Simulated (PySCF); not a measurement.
Species: C6H8GaN.
SMILES: `C#[C][Ga@H-]([CH]=C)[N+]#CC`

The calculation used TDDFT PBE0/def2-SVPD, vertical, gas phase, core orbitals frozen in the response in PySCF. Isolated species at its GFN2-xTB geometry (one conformer only). Relativistic effects, spin–orbit coupling among them, are left out although an element past zinc is present. Torsions of this conformer, `[CH:1]#[C:2][Ga@H-:3]([CH:4]=[CH2:5])[N+:6]#[C:7][CH3:8]`: C2–Ga3–C4–C5 4°, C2–Ga3–N6–C7 57°.

| state | E (eV) | E (kJ/mol) | λ (nm) | f | main configurations (H = HOMO, L = LUMO) |
| --- | --- | --- | --- | --- | --- |
| S1 | 5.20 | 502 | 238.4 | 0.012 | H→L (90%) |
| S2 | 5.34 | 515 | 232.1 | 0.015 | H→L+1 (91%) |
| S3 | 5.62 | 542 | 220.7 | 0.012 | H-1→L (92%) |
| S4 | 5.72 | 552 | 216.6 | 0.0094 | H-2→L (78%) |
| S5 | 5.74 | 554 | 215.9 | 0.0046 | H-1→L+1 (85%) |
| S6 | 5.81 | 560 | 213.5 | 0.017 | H-2→L+1 (33%), H→L+3 (16%), H→L+2 (16%) |
| S7 | 5.85 | 564 | 212.0 | 0.012 | H-3→L (55%), H-2→L+1 (25%) |
| S8 | 5.88 | 567 | 210.9 | 0.0094 | H-2→L+1 (37%), H-3→L (27%), H→L+2 (15%) |

Triplets, Tamm–Dancoff:

```csv
state,E (eV),λ (nm),"main configurations (H = HOMO, L = LUMO)"
T1,4.28,290.0,"H-1→L+3 (42%), H-1→L (10%), H-1→L+5 (10%)"
T2,4.94,250.7,H→L (51%)
T3,4.99,248.7,"H→L (15%), H-2→L (13%), H-2→L+5 (11%)"
```

The lowest singlet comes at 238 nm (502 kJ/mol) in the ultraviolet; it is weak; its leading configuration is HOMO→LUMO (90%). The most intense listed level is S6 at 5.81 eV (214 nm, f = 0.017), 0.61 eV above S1. Löwdin shares by element: HOMO carbon 53% or more, gallium 17% (atoms not listed hold the other 30%); LUMO carbon 44% or more, nitrogen 33%, hydrogen 7% or more (atoms not listed hold the other 16%). Weighted by f, the mean energy of these states is 5.63 eV. The listed states span 0.68 eV, and the widest gap between neighbours is 0.28 eV (S2 to S3). Of the 8 states listed, 5 reach f = 0.01 and none stays under 0.0005. No computed singlet lies in the visible range (380 to 750 nm); the lowest, at 238 nm, stands 1.94 eV above its violet end (3.26 eV). Only the lowest 8 singlets were computed, as vertical energies without vibronic structure.

Hardware: one thread of an Arm Neoverse N1 (shared host). Cost: 1.7 min, 0.96 GiB resident at most.
